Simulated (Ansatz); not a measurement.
Geometry optimisation, Ansatz 0.2.0, UHF/def2-SVP.

Input file:

```yaml
crystal:
  periodic: [false, false, false]
  atoms:
    - { symbol: Ga, position_ang: [0.0, 0.0, -0.074025] }
    - { symbol: H, position_ang: [0.0, 0.0, 1.488577] }
    - { symbol: Cl, position_ang: [1.822361, 0.0, -1.204158] }
    - { symbol: Cl, position_ang: [-1.822361, 0.0, -1.204158] }
    - { symbol: Cl, position_ang: [0.0, 0.0, 4.063764] }
magnetization:
  spin_polarized: true
  initial_magnetization: 1
basis:
  gaussian: { orbitals: def2-SVP }
hamiltonian:
  xc: hf
relax:
  f_tol: 0.03
  max_steps: 50
```

Launched with:

```bash
$ ansatz run input.yaml --threads 2 --pin off --max-ram 3072MiB --backend cpu --events-out ev --progress --plain --runs-dir out
```

Q: Where does it end, and by what steps?

A: The forces met the threshold. The force dipped under the threshold on the way, but the program's further checks kept it going. After 8 steps the energy has fallen by 0.056 eV; Cl5 moved furthest, 0.74 Å.

```
step  energy less start (eV)  largest force component (eV/Å)  accepted
   0                  0.0000                           0.374       yes
   1                 -0.0100                           0.148       yes
   2                 -0.0321                           0.057       yes
   3                 -0.0400                           0.027       yes
   4                 -0.0517                           0.092       yes
   5                 -0.0524                           0.036       yes
   6                 -0.0543                           0.041       yes
   7                 -0.0556                           0.010       yes
   8                 -0.0558                           0.011       yes
```

```xyz
5
Properties=species:S:1:pos:R:3
Ga 0.000 0.000 -0.250
H 0.000 0.000 1.296
Cl 1.818 0.000 -1.391
Cl -1.818 0.000 -1.391
Cl 0.000 0.000 4.807
```

Whether the end is a true minimum wasn't checked by a vibrational analysis.

Time of the run: 26 s on 2 threads of Intel(R) Xeon(R) 6975P-C (Granite Rapids), on a shared host, peak memory 0.42 GiB.
